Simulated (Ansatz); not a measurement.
```xyz
13

C     0.922    1.300    1.409
O     1.097    0.057    0.762
Si    0.411   -0.410   -0.640
O     1.129   -1.788   -1.121
Si   -1.888   -0.785   -0.518
Cl    0.746    1.103   -2.017
H     1.202    2.129    0.753
H    -0.116    1.439    1.730
H     1.563    1.312    2.291
H     2.087   -1.804   -1.187
H    -2.542    0.446    0.002
H    -2.428   -1.087   -1.868
H    -2.183   -1.913    0.405
```

The species carries charge 0 and has multiplicity 1.

(1) List the ωB97M-V/def2-TZVPP orbital energies in eV (Ansatz 0.2.0). (An estimate is asked.)

Answers

(1) The calculation gave: Occupied: -2771.75, -1808.54, -1806.89, -526.49, -526.42, -282.98, -262.16, -199.62, -199.52, -199.51, -149.38, -148.02, -103.55, -103.50, -103.47, -102.13, -102.13, -102.12, -31.73, -31.11, -25.66, -22.32, -18.97, -17.60, -16.94, -15.67, -15.56, -14.72, -13.47, -12.76, -12.35, -12.24, -12.13, -11.87, -11.44, -11.20, -10.18. Lowest empty: 1.82, 1.96, 2.38, 2.61, 2.97, 3.49, 3.84, 4.22.
